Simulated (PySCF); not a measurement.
**Sulfur: a sound run and one with changed settings**

Sound run: S²⁺ [Ne] 3s2 3p2, S³⁺ [Ne] 3s2 3p1. All numbers are calculated (PySCF 2.14, the non-relativistic Hamiltonian (point nucleus), in cc-pV(D+d)Z (4s3p2d, 23 functions)). In the sound run the correlated levels freeze [Ne]. The sound run starts from symmetry-adapted Hartree-Fock orbitals and uses a fine grid where one is needed.

Changed run: the spin-free X2C one-electron Hamiltonian (Gaussian nucleus). This setting is unsound on purpose.

```json
{"species": "S²⁺", "method": "UHF", "sound run (hartree)": "-396.32304", "changed run (hartree)": "-397.28436", "converged": "yes"}
{"species": "S²⁺", "method": "PBE", "sound run (hartree)": "-396.69212", "changed run (hartree)": "-397.65272", "converged": "yes"}
{"species": "S²⁺", "method": "PBE0", "sound run (hartree)": "-396.72699", "changed run (hartree)": "-397.68787", "converged": "yes"}
{"species": "S²⁺", "method": "MP2", "sound run (hartree)": "-396.37712", "changed run (hartree)": "-397.33841", "converged": "yes"}
{"species": "S²⁺", "method": "CCSD(T)", "sound run (hartree)": "-396.40124", "changed run (hartree)": "-397.36241", "converged": "yes"}
{"species": "S³⁺", "method": "UHF", "sound run (hartree)": "-395.06882", "changed run (hartree)": "-396.02974", "converged": "yes"}
{"species": "S³⁺", "method": "PBE", "sound run (hartree)": "-395.41173", "changed run (hartree)": "-396.37200", "converged": "yes"}
{"species": "S³⁺", "method": "PBE0", "sound run (hartree)": "-395.44555", "changed run (hartree)": "-396.40607", "converged": "yes"}
{"species": "S³⁺", "method": "MP2", "sound run (hartree)": "-395.11098", "changed run (hartree)": "-396.07186", "converged": "yes"}
{"species": "S³⁺", "method": "CCSD(T)", "sound run (hartree)": "-395.13346", "changed run (hartree)": "-396.09418", "converged": "yes"}
```

Ionisation energy of S²⁺:

```json
{"method": "UHF", "sound run (eV)": "34.129", "changed run (eV)": "34.140"}
{"method": "PBE", "sound run (eV)": "34.841", "changed run (eV)": "34.850"}
{"method": "PBE0", "sound run (eV)": "34.870", "changed run (eV)": "34.880"}
{"method": "MP2", "sound run (eV)": "34.454", "changed run (eV)": "34.465"}
{"method": "SCS-MP2", "sound run (eV)": "34.373", "changed run (eV)": "34.384"}
{"method": "CCSD", "sound run (eV)": "34.489", "changed run (eV)": "34.501"}
{"method": "CCSD(T)", "sound run (eV)": "34.498", "changed run (eV)": "34.510"}
```

Most of the change in total energy is the relativistic energy itself. On top of that the contraction fixes the core shape for the Hamiltonian it was made with, so the changed run is not a good calculation with the other Hamiltonian either.

For comparison, NIST gives 34.86 ± 0.04 eV between the lowest levels.
